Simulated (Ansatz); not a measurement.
CH₇ClO₃Si₂, SMILES `C[Si@@H](O)O[Si@H](O)Cl`, relaxed with RKS PBE0-D4/def2-TZVP in Ansatz 0.2.0 from a GFN2-xTB geometry. The force threshold is 0.005 eV/Å; the program also tests the step.

Charge 0, multiplicity 1.

Start:

```xyz
14

C    -0.611    2.239    0.443
Si   -0.582    0.706   -0.655
O     0.642    0.923   -1.698
O    -0.292   -0.583    0.307
Si    0.196   -2.093    0.573
O     1.810   -2.185    0.667
Cl   -0.263   -3.269   -0.969
H    -1.372    2.157    1.212
H     0.344    2.403    0.934
H    -0.831    3.120   -0.150
H    -1.833    0.400   -1.342
H     0.938    0.223   -2.275
H    -0.469   -2.494    1.795
H     2.322   -1.548    1.157
```

| step | energy (eV) | largest force (eV/Å) | largest move (Å) |
| --- | --- | --- | --- |
| 1 | -35563.2618 | 0.971 | 0.000 |
| 2 | -35563.3489 | 0.403 | 0.073 |
| 3 | -35563.3603 | 0.142 | 0.028 |
| 4 (rejected) | -35563.3596 | 0.376 | 0.044 |
| 5 | -35563.3667 | 0.063 | 0.022 |
| 6 | -35563.3707 | 0.074 | 0.038 |
| 7 | -35563.3725 | 0.078 | 0.029 |
| 8 | -35563.3762 | 0.174 | 0.087 |
| 9 | -35563.3780 | 0.134 | 0.052 |
| 10 | -35563.3802 | 0.078 | 0.077 |
| 11 | -35563.3807 | 0.239 | 0.034 |
| 14 (rejected) | -35563.3451 | 2.006 | 0.198 |
| 17 | -35563.3980 | 0.076 | 0.049 |
| 20 | -35563.4230 | 0.262 | 0.113 |
| 23 (rejected) | -35563.4287 | 0.477 | 0.200 |
| 26 | -35563.4515 | 0.202 | 0.063 |
| 29 | -35563.4529 | 0.021 | 0.002 |
| 32 | -35563.4538 | 0.015 | 0.006 |
| 35 | -35563.4549 | 0.057 | 0.037 |
| 38 | -35563.4571 | 0.132 | 0.182 |
| 41 | -35563.4610 | 0.089 | 0.090 |
| 44 | -35563.4636 | 0.051 | 0.015 |
| 47 | -35563.4645 | 0.018 | 0.015 |
| 50 | -35563.4646 | 0.005 | 0.004 |
| 51 | -35563.4646 | 0.002 | 0.002 |

End:

```xyz
14

C    -0.512    2.148    0.488
Si   -0.629    0.625   -0.545
O     0.792    0.468   -1.377
O    -0.806   -0.692    0.428
Si    0.140   -1.994    0.645
O     1.690   -1.593    0.930
Cl    0.022   -3.128   -1.075
H    -1.393    2.247    1.126
H     0.370    2.105    1.131
H    -0.438    3.039   -0.139
H    -1.769    0.642   -1.494
H     0.769   -0.060   -2.178
H    -0.338   -2.796    1.775
H     2.101   -1.010    0.285
```

Run time 2.8 min (2 threads of an AMD EPYC 7R13 on a shared host and a share of an NVIDIA H100 80 GB); peak host memory 0.91 GiB.
